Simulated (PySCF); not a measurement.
CH8FNSi2, SMILES C[Si@@](N)(F)[SiH3].

Geometry optimised at B3LYP-D3(BJ)/def2-SVP. The structure was generated by enumeration; whether it is a known compound was not checked. One conformer was computed; it need not be the lowest.

Two levels are set side by side: TDDFT-PBE/def2-SVPD (PySCF) and TDDFT-LC-ωPBE/def2-SVPD (PySCF). Vertical, same geometry. The lowest singlet is HOMO→LUMO 94 % with PBE and HOMO→LUMO+1 48 %, HOMO−1→LUMO 18 %, HOMO→LUMO 14 % with the other functional; states are paired by order. Differences are taken from unrounded values.

```csv
quantity,TDDFT-LC-ωPBE
lowest singlet excitation (eV),7.43
lowest triplet excitation (TDA) (eV),6.31
first bright state (f over 0.05) (eV),7.43
its oscillator strength,0.06
```

Question: What does TDDFT-PBE give, and how far is it from TDDFT-LC-ωPBE? (Estimate from the structure and the level; the computed values follow.)

Answer: 
| quantity | TDDFT-PBE | TDDFT-PBE minus TDDFT-LC-ωPBE |
|---|---|---|
| lowest singlet excitation (eV) | 6.02 | -1.41 |
| lowest triplet excitation (TDA) (eV) | 5.68 | -0.63 |
| first bright state (f over 0.05) (eV) | 6.72 | -0.71 |
| its oscillator strength | 0.09 | 0.03 |

A lower first singlet is the usual sign of a functional without exact exchange. Differences between two approximate levels are no errors against the true value.

Rough cost on one machine, each run with all the roots and properties that it gave: TDDFT-LC-ωPBE against TDDFT-PBE about 9 times.
